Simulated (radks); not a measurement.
The numbers below are computed, except where a source is named.
Task: These are the eigenvalues of the occupied orbitals of an atom or ion with whole-number occupations (eV). Level of theory: non-relativistic Kohn-Sham, PBE, spin-polarised, spherical densities, point nucleus (a radial shooting solver on a logarithmic mesh with Libxc functionals).

orbital  eigenvalue
1s        -10099.92
2s        -1240.368
2p        -1099.878
3s        -151.5662
3p        -105.9991
3d         -28.0250
4s         -16.0392

Which element is it, and in what charge state? The configuration may be excited. Open shells, if any, are filled with parallel spins first.

Result: Z = 31, gallium, charge +1: Ga+ in [Ar] 3d10 4s2. The list shows which subshells hold electrons but not how many an open one holds; the 1s level, -371.17 hartree, gives Z - s = 27.2 by -(Z - s)^2/2, which with screening narrows Z to a few neighbours, and the depths of the outer levels then fix element, charge and occupations together.
